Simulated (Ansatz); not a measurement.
System: sum formula Si2H3Cl3 (charge 0, singlet). 
Structure (B3LYP-D3(BJ)/def2-TZVP (Ansatz, a program for electronic structure) minimum search):
```xyz
8

Si    -2.2044     0.1564    -0.5742
Si     0.0475    -0.0034     0.0124
Cl     0.9774    -1.4810    -1.0731
Cl     0.2477    -0.4492     2.0093
Cl     1.0201     1.7710    -0.3513
H     -2.8575    -1.1389    -0.2842
H     -2.8218     1.2369     0.2256
H     -2.2920     0.4675    -2.0178
```
Charge 0, spin multiplicity 1.

Total electronic energies in hartree. Cores are frozen in the correlated levels unless marked. No spin-orbit coupling. No relativistic terms. CBS(X,Y): correlation extrapolated as X^-3; Hartree-Fock from the larger set. [CCSD(T)-MP2]/basis is that difference in the basis named.

```json
[
 {"level": "HF/cc-pwCVTZ", "program": "Ansatz", "energy (Eh)": "-1958.37073"},
 {"level": "RI-HF/cc-pV(Q+d)Z", "program": "Ansatz", "energy (Eh)": "-1958.38628"},
 {"level": "PBE-D4/def2-TZVPD", "program": "Ansatz + dftd4", "energy (Eh)": "…"},
 {"level": "PBE0/def2-TZVP", "program": "Ansatz", "energy (Eh)": "-1960.90973"},
 {"level": "r2SCANh/def2-TZVPD", "program": "Ansatz", "energy (Eh)": "-1961.46028"},
 {"level": "r2SCAN0/def2-TZVPD", "program": "Ansatz", "energy (Eh)": "-1961.45077"},
 {"level": "HSE06-D4/def2-TZVPD", "program": "Ansatz + dftd4", "energy (Eh)": "-1960.88500"},
 {"level": "CAM-B3LYP/def2-TZVPD", "program": "Ansatz", "energy (Eh)": "…"},
 {"level": "LC-wPBE/def2-TZVPD", "program": "Ansatz", "energy (Eh)": "-1961.04869"},
 {"level": "wB97X-V/def2-TZVPD", "program": "Ansatz", "energy (Eh)": "-1961.31464"},
 {"level": "B2GP-PLYP/def2-TZVPD", "program": "Ansatz", "energy (Eh)": "…"},
 {"level": "B2PLYP-D4/def2-TZVPD", "program": "Ansatz + dftd4", "energy (Eh)": "-1960.98037"},
 {"level": "MP2/STO-3G", "program": "Ansatz", "energy (Eh)": "-1936.95938"},
 {"level": "MP2/cc-pwCVTZ", "program": "Ansatz", "energy (Eh)": "-1959.18709"},
 {"level": "SCS-MP2/aug-cc-pV(T+d)Z", "program": "Ansatz", "energy (Eh)": "-1959.18986"},
 {"level": "SCS-MP2/cc-pwCVTZ", "program": "Ansatz", "energy (Eh)": "-1959.18339"},
 {"level": "CCSD/aug-cc-pV(D+d)Z", "program": "Ansatz", "energy (Eh)": "-1959.01990"},
 {"level": "CCSD/cc-pVTZ", "program": "Ansatz", "energy (Eh)": "-1959.23176"},
 {"level": "CCSD(T)/cc-pV(T+d)Z", "program": "Ansatz", "energy (Eh)": "-1959.28214"},
 {"level": "CCSD(T)/aug-cc-pV(Q+d)Z", "program": "Ansatz", "energy (Eh)": "-1959.38652"},
 {"level": "CCSD(T) with core electrons (1s frozen past Ne)/cc-pwCVTZ", "program": "Ansatz", "energy (Eh)": "-1960.63348"},
 {"level": "RI-MP2/CBS(aug-cc-pV(T+d)Z,aug-cc-pV(Q+d)Z)+[CCSD(T)-MP2]/aug-cc-pV(T+d)Z", "program": "Ansatz", "energy (Eh)": "-1959.4378"},
 {"level": "CCSD(T)/CBS(aug-cc-pV(T+d)Z,aug-cc-pV(Q+d)Z)", "program": "Ansatz", "energy (Eh)": "-1959.4350"}
]
```

Task: Fill in the missing entries.

Result: 
- PBE-D4/def2-TZVPD, energy (Eh): -1960.75332
- CAM-B3LYP/def2-TZVPD, energy (Eh): -1961.65816
- B2GP-PLYP/def2-TZVPD, energy (Eh): -1960.75182
